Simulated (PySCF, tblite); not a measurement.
Isomers of C2H11FNSi3 (doublet state), one GFN2-xTB conformer each. Single-point energies are computed at B3LYP/pcH-1 (PySCF, gas phase, no added dispersion term), electronic only. GFN2-xTB treats the open shell by occupation alone, and not every SCF solution was tested for stability.

```
                      SMILES  GFN2-xTB relative energy (kcal/mol)
C[SiH2][SiH][C@@H](F)[SiH2]N                                  0.0
  C[SiH2][SiH2][C](F)[SiH2]N                                  7.3
```

Conformers: `[CH3:1][SiH2:2][SiH:3][C@@H:4]([F:5])[SiH2:6][NH2:7]` (doublet state) with C1–Si2–Si3–C4 -70°, Si2–Si3–C4–F5 -78°, Si3–C4–Si6–N7 177°, C4–Si6–N7–H -72° and 65°; `[CH3:1][SiH2:2][SiH2:3][C:4]([F:5])[SiH2:6][NH2:7]` (doublet state) with C1–Si2–Si3–C4 -2°, Si2–Si3–C4–F5 84°, Si3–C4–Si6–N7 102°, C4–Si6–N7–H -177° and 48°.

What does B3LYP/pcH-1 give for the same structures?

```csv
SMILES,B3LYP/pcH-1 E (Eh),B3LYP/pcH-1 (kcal/mol),GFN2-xTB (kcal/mol),point group
C[SiH2][SiH][C@@H](F)[SiH2]N,-1105.93604,0.0,0.0,C1
C[SiH2][SiH2][C](F)[SiH2]N,-1105.93417,1.2,7.3,C1
```

Both levels put the same isomer lowest. Neighbours under 5.0 kcal/mol apart (C[SiH2][SiH][C@@H](F)[SiH2]N and C[SiH2][SiH2][C](F)[SiH2]N) can change places with a better method, another conformer or zero-point energy.

What happens when harmonic zero-point energies from GFN2-xTB frequencies are added?

```json
{"SMILES": "C[SiH2][SiH][C@@H](F)[SiH2]N", "ZPE (kcal/mol)": "75.9", "electronic (kcal/mol)": "0.0", "with ZPE (kcal/mol)": "0.9"}
{"SMILES": "C[SiH2][SiH2][C](F)[SiH2]N", "ZPE (kcal/mol)": "73.8", "electronic (kcal/mol)": "1.2", "with ZPE (kcal/mol)": "0.0"}
```

The zero-point energies span 2.1 kcal/mol. C[SiH2][SiH2][C](F)[SiH2]N becomes the lowest.
